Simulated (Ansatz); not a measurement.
`F[C](=[Se])[InH2]` + `[SiH3]N[SiH3]` → `[SiH3][N]([SiH3])[InH2]` + `FC=[Se]`  (ligand exchange at the In–C bond)

Computed with Ansatz on PBE0-D4/def2-TZVP structures; ΔE is electronic, products minus reactants. CCSD(T)/CBS adds triple-zeta CCSD(T) − MP2 to the extrapolated MP2 energy (def2 sets, frozen cores). This one scheme is used for every species. Functionals use def2-TZVPP. def2 core potentials past Kr. For In, Se outer-core shells are correlated without core-valence functions, which leaves a few kJ/mol of doubt a bond. Scalar relativity is left out up to krypton.

`F[C](=[Se])[InH2]`:

```xyz
6

F    -0.158   -2.306    0.315
C    -0.026   -1.009    0.479
Se    0.236   -0.298    2.082
In   -0.021    0.807   -0.718
H    -1.555    1.535   -0.886
H     1.525    1.271   -1.272
```

`[SiH3]N[SiH3]`:

```xyz
10

Si    0.265    0.135   -1.532
N    -0.629   -0.018   -0.065
Si   -0.045   -0.136    1.554
H     1.694   -0.096   -1.207
H     0.122    1.483   -2.151
H    -0.191   -0.861   -2.540
H    -1.635    0.022   -0.162
H     1.424   -0.331    1.482
H    -0.673   -1.284    2.264
H    -0.332    1.086    2.356
```

`[SiH3][N]([SiH3])[InH2]`:

Z-matrix (Å, degrees):
```
Si
In 1 3.288
N 1 1.727 2 32.8
H 1 1.488 2 76.5 3 -179.1
H 1 1.491 2 124.7 3 -75.7
H 1 1.491 2 123.7 3 77.6
Si 2 3.288 1 54.0 3 -0.0
H 2 1.708 1 140.4 3 -0.5
H 2 1.708 1 86.4 3 179.6
H 7 1.488 2 76.5 1 179.5
H 7 1.491 2 124.5 1 76.1
H 7 1.491 2 124.0 1 -77.2
```

`FC=[Se]`:

Cartesian coordinates in Å:
```
F 0.118 0.880 -0.993
C -0.071 0.069 0.030
Se 0.791 -1.417 0.270
H -0.839 0.468 0.692
```

(1) Is it downhill or uphill in electronic energy at CCSD(T)/CBS, and by how much? (Estimate.)

(2) What do these levels give: LDA (SPW92), BLYP-D4, r2SCANh-D4, BHLYP-D4, PBE, r2SCAN, PBE0, BHLYP, RPA@PBE/def2-TZVPP, MP2/def2-TZVPP, MP2/CBS(def2), CCSD/CBS(def2)? (Best estimate.)

Largest T1 diagnostic among the species: 0.018.

Answers

(1) Ansatz gave: Downhill: ΔE = -37.9 kJ/mol.

(2) Ansatz gave: LDA (SPW92) -23.7, BLYP-D4 -32.8, r2SCANh-D4 -28.9, BHLYP-D4 -35.6, PBE -23.0, r2SCAN -27.3, PBE0 -25.2, BHLYP -29.0, RPA@PBE/def2-TZVPP -37.9, MP2/def2-TZVPP -42.7, MP2/CBS(def2) -42.5, CCSD/CBS(def2) -38.0 kJ/mol.

At CCSD(T), def2-SVP lies −4.7 kJ/mol from the extrapolated value and def2-TZVPP −0.2 kJ/mol. From BLYP to BHLYP (50 % exact exchange), in def2-TZVPP and without D4, ΔE moves by −4.7 kJ/mol. In def2-TZVPP, CCSD(T) changes the Hartree–Fock value by −8.7 kJ/mol (the triples alone add +0.1 kJ/mol) and MP2 by −13.4 kJ/mol.
